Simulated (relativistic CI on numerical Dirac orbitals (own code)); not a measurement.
Electric-dipole transitions in Xe²²⁺

Calculated at this level of theory: Dirac-Coulomb-Breit CI, orbitals from a KLI potential per configuration, a model potential for QED, unscaled Slater integrals (own radial code, finite nucleus).

CI space (outside the closed core [Ar] 3d10): 4s2.4p2, 4s.4p3, 4s2.4p.4d, 4p4, 4s.4p2.4d, 4s2.4p.4f, 4s.4p2.4f, 4p3.4d, 4s.4p.4d2, 4s2.4d.4f, 4p3.4f, 4s2.4p.5s, 4s2.4p.5p, 4p3.5s, 4p2.4d.4f, 4s.4p.4d.5s, 4s.4p2.5s, 4s.4p.4f2, 4s2.4p.5d, 4s2.4f.5s, 4s.4p2.5p, 4s2.4p.5f, 4s2.4p.5g, 4s.4p2.5d, 4s2.4p.6s, 4s2.4p.6p, 4p2.4f.5s, 4s2.4d2, 4s.4d3, 4s.4d2.4f, 4p2.4d2, 4p.4d3, 4p.4d2.4f, 4p.4d2.5s, 4s2.4f2, 4s.4d.4f2, 4s.4f3, 4p2.4f2, 4p.4d.4f2, 4p.4f3, 4p.4f2.5s, 4s.4p.4d.4f, 4s.4d.4f.5s, 4s2.4d.5s, 4s.4d2.5s, 4p2.4d.5s, 4p.4d.4f.5s, 4p.4d.5s2, 4s.4p.4f.5s, 4s.4f2.5s, 4s.4f.5s2, 4s2.5s2, 4s.4d.5s2. Double excitations out of closed p, d and f shells are left out; levels of such configurations are missing from the list, as are those of other unlisted configurations, and high levels can miss mixing partners. These lack a partner that the ground configuration has and come out too high: 4s.4p2.5p, 4s.4p2.5d, 4s2.4p.5p, 4s2.4p.5d, 4s2.4p.5f.

| λ vac (nm) | Lower | Upper | A (s⁻¹) | E lower (cm⁻¹) | E upper (cm⁻¹) |
| --- | --- | --- | --- | --- | --- |
| 11.164 | 4s2.4p2 3P_0 [1] | 4s2.4p.4d 3D°_1 [18] | 2.26e+11 | 0 | 895716 |
| 11.182 | 4s.4p3 3D°_3 [9] | 4s.4p2.4d 3F_4 [72] | 3.60e+11 | 651410 | 1545677 |
| 11.212 | 4s.4p3 3D°_2 [8] | 4s.4p2.4d 3D_3 [69] | 1.53e+11 | 616917 | 1508811 |
| 11.316 | 4s.4p3 5S°_2 [6] | 4s.4p2.4d 5P_1 [47] | 2.87e+11 | 500595 | 1384299 |
| 11.362 | 4s2.4p2 3P_1 [2] | 4s2.4p.4d 1D°_2 [21] | 1.44e+11 | 112238 | 992338 |
| 11.384 | 4s.4p3 5S°_2 [6] | 4s.4p2.4d 5P_2 [46] | 2.44e+11 | 500595 | 1379000 |
| 11.391 | 4s2.4p2 1D_2 [3] | 4s2.4p.4d 3D°_3 [23] | 2.97e+11 | 132809 | 1010713 |
| 11.424 | 4s.4p3 5S°_2 [6] | 4s.4p2.4d 5D_3 [45] | 1.25e+11 | 500595 | 1375929 |
| 11.610 | 4s.4p2.4d 3G_5 [62] | 4s.4p2.4f 3H°_6 [257] | 3.03e+11 | 1481114 | 2342432 |
| 11.634 | 4s2.4p2 1D_2 [3] | 4s2.4p.4d 1D°_2 [21] | 1.35e+11 | 132809 | 992338 |
| 11.663 | 4s.4p3 3D°_3 [9] | 4s.4p2.4d 3D_3 [69] | 1.55e+11 | 651410 | 1508811 |
| 11.674 | 4s2.4p.4d 3P°_2 [17] | 4s2.4d2 3F_3 [94] | 1.99e+11 | 894640 | 1751254 |
| 11.714 | 4s.4p2.4d 3F_4 [72] | 4s.4p.4d2 3G°_5 [282] | 4.72e+11 | 1545677 | 2399378 |
| 11.725 | 4s.4p3 5S°_2 [6] | 4s.4p2.4d 3F_3 [44] | 1.10e+11 | 500595 | 1353454 |
| 11.961 | 4s2.4p.4d 3F°_2 [14] | 4s2.4p.4f 1F_3 [85] | 2.48e+11 | 803976 | 1640026 |
| 11.963 | 4s2.4p.4d 3F°_2 [15] | 4s2.4p.4f 3G_3 [87] | 1.60e+11 | 829961 | 1665869 |
| 12.026 | 4s.4p3 3D°_2 [8] | 4s.4p2.4d 3D_3 [56] | 1.45e+11 | 616917 | 1448448 |
| 12.068 | 4s2.4p.4d 1F°_3 [26] | 4s2.4p.4f 1G_4 [120] | 5.15e+11 | 1079493 | 1908142 |
| 12.078 | 4s2.4p.4d 3F°_4 [20] | 4s2.4p.4f 3G_5 [100] | 2.27e+11 | 965211 | 1793156 |
| 12.113 | 4s2.4p.4d 1D°_2 [21] | 4s2.4p.4f 1F_3 [105] | 3.24e+11 | 992338 | 1817890 |
| 12.158 | 4s2.4p.4d 3D°_3 [23] | 4s2.4p.4f 3F_4 [108] | 4.66e+11 | 1010713 | 1833244 |
| 12.214 | 4s2.4p2 3P_2 [4] | 4s2.4p.4d 1F°_3 [26] | 2.92e+11 | 260777 | 1079493 |
| 12.377 | 4s2.4p.4d 3P°_2 [25] | 4s2.4p.4f 3F_3 [111] | 2.89e+11 | 1031005 | 1838965 |
| 12.545 | 4s2.4p.4d 1P°_1 [27] | 4s2.4p.4f 1D_2 [115] | 4.01e+11 | 1096943 | 1894078 |
| 12.586 | 4s2.4p.4d 3F°_4 [20] | 4s2.4p.4f 3G_4 [96] | 1.44e+11 | 965211 | 1759742 |
| 12.704 | 4s2.4p2 1S_0 [5] | 4s2.4p.4d 1P°_1 [27] | 2.47e+11 | 309777 | 1096943 |
| 12.781 | 4s2.4p2 3P_1 [2] | 4s2.4p.4d 3P°_2 [17] | 1.33e+11 | 112238 | 894640 |
| 12.983 | 4s2.4p2 3P_2 [4] | 4s2.4p.4d 3P°_2 [25] | 1.94e+11 | 260777 | 1031005 |
| 13.111 | 4s2.4p.4f 1G_4 [120] | 4s2.4d.4f 1H°_5 [367] | 4.93e+11 | 1908142 | 2670843 |
| 15.792 | 4s2.4p2 1D_2 [3] | 4s.4p3 3S°_1 [13] | 1.14e+11 | 132809 | 766038 |

Terms are leading LS components. Brackets give the number of a level in order of energy, since labels repeat. The list gives strong lines, with weight on those to low levels, without lines whose two gauges differ by over a factor of 2.5, among the lowest 400 of 4279 levels, so that lines to higher ones, which can be the strongest, are missing. Levels whose partners in the same complex of configurations lie outside the list can be far off, and so can their lines. Rates are taken at the computed energies, electric ones in the length gauge.

At this charge energies of transitions that change n are usually good to better than 1 %, and those within a shell (Δn = 0) to a few per cent.

LS names give the leading component of a level, which can be under half, so a name can repeat, a term be missing and a line seem to break the LS rules.
